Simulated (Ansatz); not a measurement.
BClH (SMILES [BH]Cl), charge 0, multiplicity 2, relaxed at each level with Ansatz (a first-principles code); harmonic frequencies from differences of analytic forces, average atomic masses, frozen cores. Open shells are unrestricted.

```tsv
level	B1–Cl2 (Å)	B1–H3 (Å)	Cl2–B1–H3 (°)	dipole (D)
HF/def2-TZVPP	1.7290	1.1822	123.3	0.65
PBE/def2-TZVPP	1.7175	1.2005	123.3	0.54
r2SCAN/def2-TZVPP	1.7149	1.1923	123.3	0.47
B3LYP/def2-TZVPP	1.7168	1.1883	123.7	0.50
PBE0/def2-TZVPP	1.7095	1.1929	123.6	0.50
wB97X-V/def2-TZVPP	1.7135	1.1941	123.7	0.53
MP2/cc-pV(T+d)Z	1.7148	1.1860	123.5	0.47
CCSD(T)/cc-pV(D+d)Z	1.7332	1.2091	123.3	0.46
CCSD(T)/cc-pV(T+d)Z	1.7199	1.1909	123.4	0.48
```
